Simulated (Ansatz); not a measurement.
System: SiH$_{3}$Te, charge 0, doublet. SiH3Te (SMILES [SiH3][Te], doublet).
B3LYP-D3(BJ)/def2-TZVP minimum from Ansatz (a program for electronic structure):
```
Si
H 1 1.4798
H 1 1.4798 2 109.25
H 1 1.4821 2 109.65 3 120.19
Te 1 2.5045 2 111.38 3 -123.47
```
Charge 0, spin multiplicity 2.

Total energies in def2-TZVPP, 13 correlated electrons, 14 frozen orbitals. UHF or UKS for unpaired electrons; spin-orbit terms are left out. Correlated methods leave the cores frozen (noble-gas shells, and filled d and f shells in the p block). Past Kr the def2 sets carry scalar-relativistic core potentials. Spin-orbit terms, left out, reach several kcal/mol for Br and I, and more for heavier atoms.

```json
[
 {"method": "HF", "program": "Ansatz", "energy (Eh)": "-557.70676", "minus CCSDT(Q) (mEh)": "286.18"},
 {"method": "MP2", "program": "Ansatz", "energy (Eh)": "-557.94195", "minus CCSDT(Q) (mEh)": "50.99"},
 {"method": "CCSD", "program": "Ansatz", "energy (Eh)": "-557.98135", "minus CCSDT(Q) (mEh)": "11.58"},
 {"method": "CCSD(T)", "program": "Ansatz", "energy (Eh)": "-557.99119", "minus CCSDT(Q) (mEh)": "1.74"},
 {"method": "CCSDT(Q)", "program": "Ansatz", "energy (Eh)": "-557.99294", "minus CCSDT(Q) (mEh)": "0.00"}
]
```

Rough core times of Ansatz's runs on a shared machine: CCSD(T) 2 min, CCSDT(Q) 90 min.
